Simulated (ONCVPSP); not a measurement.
**Mn: one change to an ONCV potential, before and after**

```
Element                 : Mn
Generator               : ONCVPSP 4.0.1
Type                    : optimised norm-conserving Vanderbilt (ONCV)
Functional              : PBE
Relativity              : scalar-relativistic
Frozen core             : [Ne] 3s2
Valence charge          : 13
Reference configuration : 3p6 3d5 4s2
Partial waves           : 4s: rc 2.10 bohr, ncon 3, nbas 7, qcut 2.8 1/bohr, 1 projector; 3p: rc 1.30 bohr, ncon 4, nbas 7, qcut 9.5 1/bohr, 2 projectors, debl 3.2 Ha; 3d: rc 1.05 bohr, ncon 4, nbas 9, qcut 13.2 1/bohr, local
Local potential         : the d channel
Core correction         : Teter function, fcfact 3.25, rcfact 1.4
```

Change: s: rc 1.5.

Cutoffs: the cutoffs (Ha) at which the residual kinetic energy of the hardest occupied pseudo-wave falls to 1 and 0.1 mHa per electron; they do not see the model core or the augmentation charge, which bear on the density cutoff. Errors are all-electron minus pseudo energies relative to the spin-unpolarised reference configuration.

Problem. How do hardness, ghosts and transferability respond?

Solution. The potential gets neither clearly harder nor softer (72 Ha and 81 Ha → 72 Ha and 83 Ha); both files keep a bound ghost (s); of the 3 tests that both files solve, the error grows in 0 and shrinks in 3 by more than 15 % and 0.3 meV (median size 14.8 → 3.2 meV). Less of the atom is replaced, so other configurations are described better.

| quantity | base | changed |
| --- | --- | --- |
| cutoff, loose | 72 Ha | 72 Ha |
| cutoff, tight | 81 Ha | 83 Ha |
| loose cutoff by channel | s 3.8 Ha, p 30 Ha, d 72 Ha | s 70 Ha, p 30 Ha, d 72 Ha |
| bound ghosts | s | s |
| GHOST(+) flags under 300 eV | s at 21.3 eV, p at 69.4 eV | s at 15.3 eV, p at 69.4 eV |
| tests with a reliable result | 3 of 4 | 3 of 4 |
| error for 3p6 3d5 4s1, meV [ΔE 8.42 eV] | -2.7 | +0.7 |
| error for 3p6 3d5 4s0, meV [ΔE 24.02 eV] | -22 | -3.2 |
| error for 3p6 3d5 4s0 4p2, meV [ΔE 7.93 eV] | -15 | -3.7 |
| p: phases at 1.32 bohr within 0.05 rad from the reference energy up to (Ha; the scan ends near 5) | 2.3 | 2.3 |
| d: phases at 1.06 bohr within 0.05 rad from the reference energy up to (Ha; the scan ends near 5) | 3.9 | 3.9 |
| rms error of d²Exc/dni dnj with the model core, mHa | 3.00 | 2.98 |

 A true bound ghost makes a file unfit for plane-wave use even where its test errors are small: the radial tests pick states by their node count and pass the ghost by.
